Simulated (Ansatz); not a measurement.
Cartesian coordinates (Å):
```xyz
8

W     -0.0702    -0.0311    -0.0133
F     -1.6082     0.5302     0.8888
F     -0.7852    -1.7515    -0.1612
F      1.5195    -0.6323    -0.7908
F      0.7021     1.6489     0.2588
F      0.6248    -0.5403     1.6399
O     -0.7634     0.4724    -1.6473
H     -1.1386     0.7309    -2.5017
```
Charge 0, spin multiplicity 1.

The numbers are results of frozen-core CCSD(T)/def2-TZVPP // TPSS-D3(BJ)/def2-SVP run with Ansatz (a first-principles code), not measurements.

```json
{
  "HF energy": "-639.52385 Ha",
  "MP2 correlation energy": "-2.00338 Ha"
}
```

Task: Estimate the CCSD correlation energy, the (T) correction, the total energy and the T1 diagnostic.

Result: 
```yaml
CCSD correlation energy: -1.95491 Ha
"(T) correction": -0.08403 Ha
CCSD(T) total energy: -641.56279 Ha
T1 diagnostic: 0.022
```
